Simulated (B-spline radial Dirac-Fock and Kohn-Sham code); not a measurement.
## Form factor and incoherent scattering function of La

System: atomic lanthanum, configuration [Xe] 5d2 6s1 (an excited configuration).

The run's input, task.json:

```json
{"items": [{
  "Z": 57,
  "q": 0,
  "cfg": [[1, 0, 2], [2, 0, 2], [2, 1, 6], [3, 0, 2], [3, 1, 6], [3, 2, 10], [4, 0, 2], [4, 1, 6], [4, 2, 10], [5, 0, 2], [5, 1, 6], [5, 2, 2], [6, 0, 1]],
  "A": 139,
  "rrms": 4.855,
  "do": ["scatter"],
  "s": [0.0, 0.05, 0.1, 0.15, 0.2, 0.25, 0.3, 0.35, 0.4, 0.45, 0.5, 0.6, 0.7, 0.8, 0.9, 1.0, 1.1, 1.2, 1.4, 1.6, 1.8, 2.0, 2.5, 3.0, 3.5, 4.0, 5.0, 6.0],
  "pz": [0, 0.1, 0.14, 0.2, 0.29, 0.41, 0.58, 0.82, 1.2, 1.7, 2.4, 3.4, 4.8, 6.8, 9.7, 14.0, 20.0, 28.0, 39.0, 56.0, 80.0],
  "hv_scatter": [5000, 10000, 17479.3, 20000, 30000, 100000, 200000, 500000]
}]}
```

Command: `python xray_run.py task.json out`

The computed values come from a radial B-spline solver: Dirac-Fock densities. f₀ is the Fourier transform of the spherical electron density, S the Waller-Hartree incoherent function, and s = sin θ/λ. The electron scattering factor follows from the Mott-Bethe formula f_e = 0.023934 Å⁻¹·(Z − f₀)/s².

```
s (Å⁻¹)      f₀       S  f_e (Å)
      0  57.000   0.000        –
   0.05  55.462   1.931   14.725
    0.1  52.190   4.808   11.513
   0.15  48.646   7.482    8.886
    0.2  45.208  10.032    7.056
   0.25  42.012  12.435    5.739
    0.3  39.147  14.684    4.748
   0.35  36.623  16.718    3.981
    0.4  34.390  18.499    3.382
   0.45  32.382  20.052    2.910
    0.5  30.542  21.442    2.533
    0.6  27.246  23.964    1.978
    0.7  24.404  26.321    1.592
    0.8  22.027  28.547    1.308
    0.9  20.100  30.620    1.090
      1  18.555  32.515    0.920
    1.1  17.297  34.211    0.785
    1.2  16.226  35.702    0.678
    1.4  14.363  38.153    0.521
    1.6  12.638  40.095    0.415
    1.8  11.010  41.724    0.340
      2   9.548  43.145    0.284
    2.5   6.918  46.033    0.192
      3   5.557  48.206    0.137
    3.5   4.818  49.874    0.102
      4   4.265  51.179    0.079
      5   3.248  53.018    0.051
      6   2.414  54.148    0.036
```

f₀ starts at the number of electrons, 57, and has fallen to half at s ≈ 0.56 Å⁻¹. The sum of ⟨r²⟩ over the electrons is 93.21 bohr². It fixes the forward electron scattering factor, f_e(0) = (a₀/3)Σ⟨r²⟩ = 16.441 Å.
